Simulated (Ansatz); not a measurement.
The same path of Cl2H2Sn + H (6 atoms, charge 0, multiplicity 2) was run twice with different band settings. Lost on the way: Sn1–Cl2. Made: Cl2–H6.

The calculation used UKS PBE0-D4/def2-SVP (Ansatz 0.2.0).

Relaxed end points:

```xyz
6
Properties=species:S:1:pos:R:3
Sn 0.009 -0.014 -0.195
Cl -0.072 0.129 2.143
H 1.643 0.084 -0.662
Cl -1.086 1.882 -1.028
H -0.893 -1.380 -0.661
H 0.087 -0.153 5.433
```

```xyz
6
Properties=species:S:1:pos:R:3
Sn 0.020 -0.033 -0.260
Cl 0.003 -0.006 3.461
H 1.617 0.058 -0.927
Cl -1.095 1.898 -1.068
H -0.858 -1.371 -0.927
H 0.000 0.001 4.749
```

Common settings: movable images 5; climbing image yes; spring 5.0 eV/Å²; optimiser quadratic models (default); start path through a guess of the saddle point; iteration limit 60; end points relaxed.

| run | force threshold |
| --- | --- |
| 1 | 0.03 eV/Å |
| 2 | 0.5 eV/Å |

(1) What does each run give, and how far can it be trusted?

Answers

(1) Run 1: converged after 9 iterations, highest image 0.273 eV above the first end. A vibrational analysis at the climbing image gives one clearly imaginary mode, 849i cm⁻¹: a first-order saddle point.
Run 2: converged after 6 iterations, highest image 0.273 eV above the first end. The threshold of 0.5 eV/Å is loose, so the images may lie well off the minimum-energy path. Another band between the same ends (5 images) ends at a top of the same energy, where a vibrational analysis finds 1 clearly imaginary mode.
